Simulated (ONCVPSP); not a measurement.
# technetium: one change to an ONCV potential, before and after

Tc, optimised norm-conserving Vanderbilt (ONCV), made with ONCVPSP 4.0.1 (PBE, scalar-relativistic). Core [Ar] 3d10, reference 4s2 4p6 4d5 5s2. Waves: 4s+5s: rc 1.95 bohr, ncon 4, nbas 8, qcut 6 1/bohr, 2 projectors; 4p: rc 1.35 bohr, ncon 4, nbas 7, qcut 5.6 1/bohr, 3 projectors, debl 2 Ha; 4d: rc 2.45 bohr, ncon 4, nbas 9, qcut 7 1/bohr, 2 projectors, debl 1.8 Ha. Local part: polynomial inside 1.05 bohr (lpopt 5, dvloc0 0 Ha). Core correction: Teter function, fcfact 3, rcfact 1.05.

Change: all radii but the core radius scaled by about 1.31 (s 2.56, p 1.78, d 3.22 bohr); local potential polynomial inside 1.38 bohr (lpopt 5, dvloc0 0 Ha).

Cutoffs: the cutoffs (Ha) at which the residual kinetic energy of the hardest occupied pseudo-wave falls to 1 and 0.1 mHa per electron; they do not see the model core or the augmentation charge, which bear on the density cutoff. Errors are all-electron minus pseudo energies relative to the spin-unpolarised reference configuration.

Problem. How do hardness, ghosts and transferability respond?

Solution. The potential gets softer (61 Ha and 80 Ha → 13 Ha and 16 Ha); of the 4 tests that both files solve, the error grows in 4 and shrinks in 0 by more than 15 % and 0.3 meV (median size 7.1 → 27.0 meV); neither file shows a bound ghost. A larger radius leaves more room for a smooth pseudo-wave, so fewer plane waves are needed. More of the atom is replaced by a form fitted at one configuration, so other configurations suffer.

| quantity | base | changed |
| --- | --- | --- |
| cutoff, loose | 61 Ha | 13 Ha |
| cutoff, tight | 80 Ha | 16 Ha |
| loose cutoff by channel | s 11 Ha, p 61 Ha, d 16 Ha | s 7.9 Ha, p 13 Ha, d 12 Ha |
| bound ghosts | none | none |
| GHOST(+) flags under 300 eV | s at 88.7 eV | none |
| error for 4s2 4p6 4d5 5s1, meV [ΔE 8.15 eV] | -2.2 | -4.1 |
| error for 4s2 4p6 4d5 5s0, meV [ΔE 23.01 eV] | -11 | -32 |
| error for 4s2 4p6 4d4 5s0, meV [ΔE 51.71 eV] | -2.9 | +22 |
| error for 4s2 4p6 4d4 5s2 5p1, meV [ΔE 6.61 eV] | +19 | +83 |
| rms error of d²Exc/dni dnj with the model core, mHa | 1.28 | 2.61 |
